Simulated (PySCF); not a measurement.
`[SiH3]CC1=CC=CBC=C1`. Computed with PBE0-D3(BJ)/def2-SVP geometry optimisation, gas phase in PySCF 2.14.0.

```
atom  x, y, z in Å
Si1    2.5432    0.5398   -0.9645
C2     1.5134    0.0377    0.5509
C3     0.0376    0.0646    0.2526
C4    -0.5580   -1.1231   -0.1313
C5    -1.8900   -1.4270   -0.5098
C6    -2.9962   -0.6140   -0.6046
B7    -3.0882    0.8780   -0.3202
C8    -1.8932    1.7191    0.1304
C9    -0.5930    1.3450    0.3586
H10    3.9982    0.5317   -0.6192
H11    2.2942   -0.4273   -2.0754
H12    2.1539    1.9107   -1.4125
H13    1.8412   -0.9681    0.8563
H14    1.7647    0.7257    1.3743
H15    0.1162   -1.9869   -0.1463
H16   -2.0306   -2.4869   -0.7591
H17   -3.9063   -1.1358   -0.9262
H18   -4.1589    1.4335   -0.4569
H19   -2.0727    2.7878    0.3055
H20    0.0957    2.1387    0.6787
```

Task: Give the dihedral angles H12–Si1–C2–H13, H10–Si1–C2–C3, C6–B7–C8–H19.

Result: H12–Si1–C2–H13 -179° (antiperiplanar); H10–Si1–C2–C3 179° (antiperiplanar); C6–B7–C8–H19 180° (antiperiplanar). Dihedral signs follow IUPAC: positive where, seen along the central bond, the front bond turns clockwise onto the rear one.

Task: Which two atoms are farthest apart?

Result: H10···H18, 8.21 Å; the next longest distance is 8.08 Å.

Task: Work out the bond lengths Si1–C2, C4–C5, C6–H17, B7–H18 in Å.

Result: For Si1–C2 the difference vector is (-1.0298, -0.5021, 1.5154) Å, of length 1.8997 Å. Si1–C2 1.900; C4–C5 1.418; C6–H17 1.097; B7–H18 1.214 Å.

Task: How far are the heavy atoms from their best plane (unweighted least squares)?

Result: 0.441 Å rms; Si1 0.96, C2 0.65, C3 0.38, C4 0.23, C5 0.06, C6 0.27, B7 0.25, C8 0.01, C9 0.27 Å (magnitudes).

Task: What is the repulsion energy of the bare nuclei, Σ ZA·ZB/RAB?

Result: 451.36 Eh over 190 pairs, with full nuclear charges and distances in bohr; the largest single term is 23.40 Eh (Si1 with C2).

Task: Where is the centre of mass (commonest isotopes), and what is the radius of gyration?

Result: Mass 134.072 u; centre at (-0.293, 0.204, -0.247) Å; Rg = √(Σ m r²/M) = 2.390 Å. As Ia + Ib + Ic = 2 Σ m r², the three principal moments sum to 1531.9 u·Å².

Task: How far apart are these pairs, which share no bond: Si1···C9, Si1···H18, C2···C6, C4···C6, C4···H11, C5···H14, H12···H19?

Result: Si1···C9 3.498 Å (3 bonds apart); Si1···H18 6.780 Å (6 bonds apart); C2···C6 4.701 Å (4 bonds apart); C4···C6 2.535 Å (2 bonds apart); C4···H11 3.521 Å (4 bonds apart); C5···H14 4.641 Å (4 bonds apart); H12···H19 4.646 Å (6 bonds apart).

Task: Write the matrix of distances between heavy atoms (Å, lower triangle).

Result: 
```
Si1   0.000
C2    1.900  0.000
C3    2.826  1.506  0.000
C4    3.616  2.471  1.383  0.000
C5    4.871  3.854  2.554  1.418  0.000
C6    5.670  4.701  3.225  2.535  1.376  0.000
B7    5.678  4.758  3.280  3.231  2.605  1.522  0.000
C8    4.719  3.822  2.546  3.151  3.211  2.683  1.529  0.000
C9    3.498  2.487  1.431  2.516  3.181  3.247  2.628  1.372  0.000
```

No PBE0-D3(BJ)/def2-SVP frequencies stand behind this structure, so it isn't proved a minimum. The numbers are those of one conformer.
